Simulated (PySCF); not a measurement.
## Working out the ionisation energy of I

I [Kr] 4d10 5s2 5p5 (2P) → I⁺ [Kr] 4d10 5s2 5p4 (3P). Computed with PySCF 2.14 in aug-cc-pVQZ-PP with ECP28MDF (7s7p5d3f2g, 92 functions), with scalar relativity through the core potential. Frozen: 4s2 4p6 4d10. Energies in hartree (1 hartree = 27.21139 eV):

```csv
part,I (lower),I⁺ (upper)
UHF,-294.662494,-294.312021
CCSD correlation,-0.148114,-0.115652
(T),-0.005447,-0.003663
```

Q: What does Hartree-Fock give?

A: (-294.312021) − (-294.662494) = 0.350473 hartree = 9.537 eV.

Q: What do CCSD and CCSD(T) give?

A: The CCSD correlation energies differ by 0.032462 hartree = 0.883 eV and the triples by 0.001784 hartree = 0.049 eV, so CCSD gives 10.420 eV and CCSD(T) 10.469 eV.

Measured between the centres of the two terms (NIST): 10.519 eV, so CCSD(T) (valence) is off by -0.050 eV.

What remains against the reference includes basis incompleteness, the frozen core and higher excitations.
